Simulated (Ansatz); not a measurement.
## Relaxing a trial structure of BFGa2O

The starting geometry of this gas-phase singlet was optimised with GFN2-xTB.

```json
{"atom": "B", "x (Å)": "0.1026", "y (Å)": "1.5861", "z (Å)": "0.2742"}
{"atom": "F", "x (Å)": "1.2759", "y (Å)": "-0.9116", "z (Å)": "-0.4538"}
{"atom": "Ga", "x (Å)": "0.3218", "y (Å)": "0.0920", "z (Å)": "-2.3419"}
{"atom": "Ga", "x (Å)": "1.3757", "y (Å)": "-0.2638", "z (Å)": "1.5540"}
{"atom": "O", "x (Å)": "-0.0956", "y (Å)": "1.4538", "z (Å)": "-0.9324"}
```

Problem. Predict what becomes of its bonds when it is optimised with B3LYP-D3(BJ)/def2-SVP.

Solution. A new bond forms, giving a structure with F2 bridging Ga3 and Ga4, given below by its coordinates. Contacts that close: F2–Ga3 (2.34 → 2.02 Å).

The energy falls by 0.34 eV over 9 steps:

```
step  E − E(last) (eV)
   1             0.344
   2             0.135
   3             0.061
   4             0.038
   5             0.004
   6             0.001
   7             0.000
   8             0.000
   9             0.000
```

Final geometry (Å):

```yaml
atoms:
  - { symbol: B, position_ang: [0.1414, 1.5120, 0.2749] }
  - { symbol: F, position_ang: [1.2342, -0.8603, -0.5219] }
  - { symbol: Ga, position_ang: [0.4322, -0.0507, -2.1857] }
  - { symbol: Ga, position_ang: [1.3546, -0.2680, 1.4498] }
  - { symbol: O, position_ang: [-0.1820, 1.6234, -0.9170] }
```

Frequencies at the end are all real (lowest 78 cm⁻¹). Run with Ansatz 0.2.0, 100 s on 1 thread of AMD EPYC (Zen 3), on a shared host.
